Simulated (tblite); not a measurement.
Species: C₆H₁₀NSi (doublet state).
SMILES with atom numbers: `[C:1]#[C:2]/[CH:3]=[C:4](\[CH3:5])[SiH2:6][NH:7][CH3:8]` (hydrogens: H9 on C3; H10, H11, H12 on C5; H13, H14 on Si6; H15 on N7; H16, H17, H18 on C8)
Bond orders are those of one Lewis drawing.

Computed with GFN2-xTB (tblite), gas phase: L-BFGS steps from a force-field or distance-geometry start until the largest atomic force falls under 0.01 eV/Å.

Step 42: E = -609.4976 eV
```
atom  x, y, z in Å  |  force x, y, z in eV/Å
C1      3.7427    0.4669    1.5120   -0.057  -0.030   0.025
C2      2.5923    0.1705    1.2819    0.049   0.043   0.043
C3      1.4086   -0.4012    0.7534    0.013  -0.007  -0.027
C4      0.8638   -0.0366   -0.4126   -0.025  -0.008   0.000
C5      1.5263    0.9422   -1.3259    0.004  -0.019   0.019
Si6    -0.7675   -0.8224   -0.9723   -0.024  -0.019  -0.037
N7     -1.8111   -0.8936    0.3946   -0.018   0.006  -0.034
C8     -2.2290    0.2728    1.1424    0.004   0.010  -0.006
H9      0.9499   -1.1550    1.3814    0.021   0.014  -0.006
H10     0.8875    1.8132   -1.4792    0.020  -0.036  -0.002
H11     2.4785    1.2598   -0.9045    0.008   0.042  -0.047
H12     1.7048    0.4882   -2.3007   -0.017   0.004   0.021
H13    -1.2407   -0.0358   -2.1261   -0.002   0.009   0.030
H14    -0.5743   -2.2245   -1.3513   -0.008   0.012   0.012
H15    -2.5485   -1.5815    0.3583   -0.002  -0.012  -0.006
H16    -2.6602   -0.0318    2.0964    0.032  -0.002   0.019
H17    -1.3610    0.9003    1.3336    0.034  -0.005   0.003
H18    -2.9708    0.8750    0.6071   -0.030  -0.002  -0.009
```

Step 43: E = -609.4982 eV
```
atom  x, y, z in Å  |  force x, y, z in eV/Å
C1      3.7392    0.4676    1.5161   -0.020  -0.021   0.032
C2      2.5902    0.1699    1.2836   -0.004   0.029   0.027
C3      1.4055   -0.4004    0.7536    0.032  -0.006  -0.014
C4      0.8630   -0.0355   -0.4131   -0.034  -0.023   0.006
C5      1.5266    0.9426   -1.3259   -0.002  -0.025   0.019
Si6    -0.7667   -0.8236   -0.9746   -0.053  -0.009  -0.025
N7     -1.8127   -0.8933    0.3908   -0.020   0.015  -0.024
C8     -2.2261    0.2731    1.1422    0.004   0.001  -0.012
H9      0.9467   -1.1541    1.3823    0.021   0.023  -0.017
H10     0.8888    1.8133   -1.4822    0.013  -0.019   0.013
H11     2.4784    1.2583   -0.9032    0.015   0.053  -0.049
H12     1.7043    0.4894   -2.3007   -0.004  -0.013   0.009
H13    -1.2425   -0.0350   -2.1264    0.007   0.001   0.030
H14    -0.5741   -2.2263   -1.3512   -0.005   0.014   0.007
H15    -2.5494   -1.5827    0.3588    0.012   0.006  -0.010
H16    -2.6501   -0.0337    2.0995    0.041   0.012   0.005
H17    -1.3568    0.9019    1.3263    0.013  -0.022   0.004
H18    -2.9732    0.8750    0.6127   -0.016  -0.016   0.000
```

Step 44: E = -609.4988 eV
```
atom  x, y, z in Å  |  force x, y, z in eV/Å
C1      3.7358    0.4677    1.5211    0.028  -0.007   0.043
C2      2.5880    0.1700    1.2859   -0.066   0.011   0.003
C3      1.4032   -0.3997    0.7535    0.043  -0.003   0.003
C4      0.8617   -0.0349   -0.4135   -0.028  -0.031   0.008
C5      1.5269    0.9426   -1.3256   -0.006  -0.025   0.010
Si6    -0.7667   -0.8250   -0.9773   -0.063   0.005  -0.002
N7     -1.8150   -0.8927    0.3863   -0.015   0.024  -0.011
C8     -2.2234    0.2735    1.1417    0.002  -0.010  -0.014
H9      0.9446   -1.1529    1.3831    0.018   0.025  -0.024
H10     0.8902    1.8128   -1.4852    0.000   0.002   0.028
H11     2.4787    1.2581   -0.9032    0.017   0.053  -0.045
H12     1.7034    0.4903   -2.3005    0.010  -0.033  -0.004
H13    -1.2441   -0.0337   -2.1260    0.009  -0.001   0.017
H14    -0.5741   -2.2280   -1.3507   -0.003   0.009  -0.001
H15    -2.5502   -1.5841    0.3593    0.016   0.019  -0.012
H16    -2.6397   -0.0356    2.1023    0.047   0.025  -0.010
H17    -1.3522    0.9030    1.3193   -0.012  -0.036   0.001
H18    -2.9759    0.8750    0.6180    0.002  -0.028   0.011
```

Step 45: E = -609.4996 eV
```
atom  x, y, z in Å  |  force x, y, z in eV/Å
C1      3.7315    0.4675    1.5278    0.069   0.005   0.051
C2      2.5849    0.1707    1.2885   -0.110   0.000  -0.017
C3      1.4010   -0.3992    0.7534    0.042   0.002   0.015
C4      0.8597   -0.0347   -0.4138   -0.008  -0.029   0.004
C5      1.5273    0.9421   -1.3251   -0.010  -0.018  -0.006
Si6    -0.7679   -0.8265   -0.9805   -0.046   0.021   0.022
N7     -1.8179   -0.8917    0.3812   -0.010   0.022   0.006
C8     -2.2202    0.2738    1.1410    0.000  -0.017  -0.012
H9      0.9424   -1.1513    1.3839    0.010   0.017  -0.025
H10     0.8920    1.8120   -1.4880   -0.017   0.019   0.040
H11     2.4796    1.2592   -0.9045    0.008   0.039  -0.035
H12     1.7027    0.4908   -2.3002    0.021  -0.052  -0.014
H13    -1.2460   -0.0323   -2.1254    0.008   0.003  -0.005
H14    -0.5739   -2.2296   -1.3504   -0.003   0.001  -0.010
H15    -2.5510   -1.5853    0.3594    0.014   0.028  -0.012
H16    -2.6266   -0.0371    2.1057    0.046   0.033  -0.020
H17    -1.3470    0.9036    1.3113   -0.033  -0.043  -0.006
H18    -2.9791    0.8742    0.6242    0.019  -0.032   0.023
```

Task: Estimate the geometry and energy of step 46. (The exact step hangs on the optimiser's Hessian estimate; all steps are aligned on step 45, rigid shifts and turns removed.)

Result: E = -609.5005 eV, largest force 0.108 eV/Å
```
atom  x, y, z in Å  |  force x, y, z in eV/Å
C1      3.7260    0.4676    1.5358    0.073   0.006   0.051
C2      2.5804    0.1714    1.2914   -0.106   0.005  -0.022
C3      1.3984   -0.3990    0.7534    0.027   0.006   0.016
C4      0.8573   -0.0351   -0.4141    0.019  -0.016  -0.006
C5      1.5278    0.9412   -1.3245   -0.012  -0.005  -0.026
Si6    -0.7701   -0.8277   -0.9840   -0.009   0.030   0.038
N7     -1.8207   -0.8903    0.3761    0.002   0.012   0.021
C8     -2.2161    0.2738    1.1403   -0.004  -0.018  -0.003
H9      0.9389   -1.1492    1.3849    0.002   0.002  -0.020
H10     0.8939    1.8114   -1.4900   -0.031   0.025   0.047
H11     2.4808    1.2615   -0.9069   -0.010   0.013  -0.021
H12     1.7027    0.4905   -2.3000    0.025  -0.063  -0.016
H13    -1.2487   -0.0316   -2.1254    0.005   0.011  -0.029
H14    -0.5734   -2.2309   -1.3508   -0.005  -0.001  -0.016
H15    -2.5520   -1.5853    0.3586    0.000   0.023  -0.009
H16    -2.6099   -0.0378    2.1100    0.036   0.032  -0.019
H17    -1.3416    0.9042    1.3017   -0.040  -0.037  -0.014
H18    -2.9826    0.8718    0.6319    0.027  -0.026   0.029
```

The energy changes by -0.0009 eV. The first-order estimate −F·Δx gives -0.0012 eV and the mean of the old and new forces, exact on a quadratic surface, -0.0008 eV. The step makes an angle of 79° with the force vector and moves no atom by more than 0.017 Å.

What follows is the cost of the whole relaxation. On AMD EPYC 9R45, one thread (shared host), this took 0.81 s of wall time.
